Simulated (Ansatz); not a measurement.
ClH₂O₃V, SMILES `[O]=[V]([OH])([OH])[Cl]` at its PBE0-D4/def2-TZVP geometry, where that method's forces vanish. The species carries charge 0 and has multiplicity 1.

```csv
atom,x (Å),y (Å),z (Å)
O1,-1.098,1.072,0.475
V2,0.117,0.159,0.171
O3,-0.276,-1.489,0.608
O4,0.492,0.248,-1.536
Cl5,1.800,0.854,1.337
H6,-1.090,-1.716,1.069
H7,0.054,0.871,-2.124
```

Problem. For each bond, give half the difference of the two atoms' forces along it (eV/Å; positive pushes the atoms apart) under PBE-D4, r2SCAN-D4, B3LYP-D4, ωB97M-V in def2-TZVPP. (Best estimate.)

Solution. Computed: 
| bond | length (Å) | PBE-D4 | r2SCAN-D4 | B3LYP-D4 | ωB97M-V |
| --- | --- | --- | --- | --- | --- |
| O1–V2 | 1.550 | 1.38 | 0.88 | 0.60 | -0.34 |
| V2–O3 | 1.750 | 0.22 | 0.15 | 0.19 | 0.10 |
| V2–O4 | 1.750 | 0.22 | 0.15 | 0.19 | 0.10 |
| V2–Cl5 | 2.161 | -0.16 | -0.11 | 0.04 | 0.16 |
| O3–H6 | 0.962 | 0.24 | -0.06 | -0.09 | -0.07 |
| O4–H7 | 0.962 | 0.24 | -0.06 | -0.09 | -0.07 |

B3LYP here is the variant with VWN-RPA as its local correlation; programs differ in this.
